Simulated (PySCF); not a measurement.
## Functional benchmark on one molecule

Molecule: `ONc1ccccc1`, C₆H₇NO.

Geometry:
```
atom   x (Å)   y (Å)   z (Å)
  O1   2.739  -0.936  -0.288
  N2   2.054   0.100   0.333
  C3   0.674   0.098   0.114
  C4  -0.013  -1.072  -0.231
  C5  -1.398  -1.047  -0.368
  C6  -2.119   0.128  -0.165
  C7  -1.431   1.294   0.173
  C8  -0.047   1.286   0.310
  H9   3.111  -1.442   0.444
 H10   2.492   0.979   0.068
 H11   0.555  -1.986  -0.404
 H12  -1.921  -1.967  -0.643
 H13  -3.205   0.139  -0.275
 H14  -1.977   2.228   0.330
 H15   0.484   2.204   0.578
```

Geometry PBE0-D3(BJ)/def2-SVP throughout; GIAO in PySCF 2.14.0 with density-fitted response routines, gas phase, one conformer, non-relativistic; equivalent atoms averaged; basis pcSseg-1.

Reference values (estimated from measurements, as parent shift plus tabulated substituent increments; solution, not stated per compound (mostly CDCl3 or CCl4); Pretsch, Buehlmann, Badertscher, Structure Determination of Organic Compounds, 4th ed. (2009)): δ(C4/C8) = 115.4 ppm, δ(C5/C7) = 126.3 ppm, δ(C6) = 123.2 ppm. Computed shifts are taken against TMS, calculated as an isolated molecule at each level.

How do the functionals HF, LDA, B97-D, PBE0, mPW1PW91, B97-2, BHandHLYP, CAM-B3LYP, wB97X-D, LC-wPBE perform against the reference? Times are CPU seconds on 1 thread of an x86-64 server CPU, shared host; the GGAs took longer than the global hybrids here, which isn't the general rule, and the cause wasn't traced.

Results:


```csv
functional,kind,C4/C8,C5/C7,C6,mean abs. error C,core-s
HF,Hartree–Fock,117.0,139.4,125.6,5.7,7.6
LDA,LDA,116.3,136.8,127.3,5.2,17
B97-D,GGA,108.6,127.6,118.4,4.3,25
PBE0,global hybrid,114.8,134.6,124.6,3.4,17
mPW1PW91,global hybrid,114.9,134.7,124.7,3.5,17
B97-2,global hybrid,112.2,131.5,121.8,3.3,16
BHandHLYP,global hybrid,117.4,137.9,126.9,5.8,14
CAM-B3LYP,range-separated hybrid,118.1,138.8,128.1,6.7,20
wB97X-D,range-separated hybrid,115.9,136.3,125.8,4.4,22
LC-wPBE,range-separated hybrid,120.1,141.2,129.8,8.7,26
```

For 13C the closest is B97-2 (3.3 ppm, with PBE0, mPW1PW91 practically level) and the furthest LC-wPBE (8.7 ppm). One molecule is a small sample, and vibrational and solvent effects are absent from the calculation.
